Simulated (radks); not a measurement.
Task: The mean radii <r> (bohr) of the occupied orbitals of an atom or ion are listed with their occupations. Calculated with a radial shooting solver on a logarithmic mesh with Libxc functionals: scalar-relativistic Kohn-Sham, PBE, spin-polarised, spherical densities, finite nucleus; Fermi nuclear charge, rms radius of each element as measured or else 0.836 A^(1/3) + 0.57 fm.

| orbital | occ. | <r> |
|---|---|---|
| 1s up | 1 | 0.03263 |
| 1s down | 1 | 0.03263 |
| 2s up | 1 | 0.1419 |
| 2s down | 1 | 0.1419 |
| 2p up | 3 | 0.1237 |
| 2p down | 3 | 0.1237 |
| 3s up | 1 | 0.3907 |
| 3s down | 1 | 0.3906 |
| 3p up | 3 | 0.3905 |
| 3p down | 3 | 0.3904 |
| 3d up | 5 | 0.3704 |
| 3d down | 5 | 0.3703 |
| 4s up | 1 | 0.9785 |
| 4s down | 1 | 0.9760 |
| 4p up | 3 | 1.076 |
| 4p down | 3 | 1.073 |
| 4d up | 5 | 1.477 |
| 4d down | 2 | 1.486 |
| 5p up | 2 | 3.965 |

Name the element and its charge. Open shells, if any, are filled with parallel spins first.

Result: Z = 45, rhodium, charge 0: Rh in [Kr] 4d7 5p2. The 1s radius gives Z: for a bare nucleus <r> = (2 gamma + 1)/(2Z) with gamma = sqrt(1 - (Z/c)^2), 0.0321 bohr for Z = 45, and screening makes it slightly larger (0.03263 here). The occupations add up to 45, and the charge is Z minus that.
